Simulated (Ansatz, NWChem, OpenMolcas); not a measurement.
## How basis sets differ on B2NH2OF (SMILES OB1NB1F)

The species is B2NH2OF (7 atoms), meant as a singlet with charge 0. As SMILES, `OB1NB1F`. The coordinates come from a PBE0-D4/def2-TZVP relaxation. This is one conformer, not always the lowest.

Quantity: the HOMO–LUMO gap, in eV. The values are calculated.

```csv
level,kind,program,value (eV),CPU time
HF/ANO-R0 (sfX2C),Hartree–Fock,OpenMolcas,15.30,2 s
HF/ANO-RCC-MB (DKH2),Hartree–Fock,OpenMolcas,15.85,3.6 s
HF/ANO-XS-MB (DKH2),Hartree–Fock,OpenMolcas,15.58,1.4 s
HF/STO-3G,Hartree–Fock,NWChem,16.76,2.7 s
HF/3-21G,Hartree–Fock,Ansatz,15.12,0.46 s
HF/def2-SVP,Hartree–Fock,OpenMolcas,14.70,12 s
```

The values span 14.70 to 16.76 eV. A Hartree–Fock LUMO above zero doesn't converge with the basis: it sinks as sets grow more diffuse. Orbital gaps aren't excitation energies. CPU times are rough (shared hosts, several kinds of processor and program).
